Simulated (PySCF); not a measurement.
`C#CC#CN(C)C`, C6H7N

Geometry:
| atom | x (Å) | y (Å) | z (Å) |
| --- | --- | --- | --- |
| C1 | 4.175 | 0.536 | -0.427 |
| C2 | 2.986 | 0.389 | -0.286 |
| C3 | 1.651 | 0.223 | -0.134 |
| C4 | 0.454 | 0.072 | -0.018 |
| N5 | -0.847 | -0.082 | 0.211 |
| C6 | -1.399 | -1.407 | 0.050 |
| C7 | -1.723 | 1.003 | -0.167 |
| H8 | 5.208 | 0.664 | -0.544 |
| H9 | -2.303 | -1.488 | 0.657 |
| H10 | -1.659 | -1.627 | -0.994 |
| H11 | -0.676 | -2.145 | 0.392 |
| H12 | -1.228 | 1.953 | 0.023 |
| H13 | -2.631 | 0.949 | 0.437 |
| H14 | -2.008 | 0.960 | -1.227 |

Computed, not measured: TDDFT CAM-B3LYP/def2-SVPD excited states, vertical, gas phase (PySCF). Geometry: GFN2-xTB.

Question: Give the one- and two-photon strengths of the lowest singlets.

Answer: δ for parallel linear polarisation; σ at the peak of a Lorentzian of half width 0.1 eV, single beam; Ω is circular over linear.
```
state  E (eV)      f  photon λ (nm)  δ (au)  σ (GM)     Ω                                    main
   S1    3.93  0.000            631    <0.1    0.00     –                          HOMO→LUMO 0.95
   S2    4.82  0.037            514    59.7    0.51  0.99      HOMO−1→LUMO 0.37, HOMO→LUMO+1 0.33
   S3    5.46  0.000            454    0.47    0.01  1.50  HOMO−1→LUMO+2 0.57, HOMO−1→LUMO+1 0.40
   S4    5.54  0.022            447     113    1.27  0.80      HOMO→LUMO+1 0.49, HOMO→LUMO+2 0.33
   S5    6.47  0.049            383    47.1    0.72  0.35                        HOMO→LUMO+3 0.82
```

Among these, the strongest one-photon state is S5, the strongest two-photon state S4, with a dipole change of 3.7 D (relaxed, norm of the difference vector).
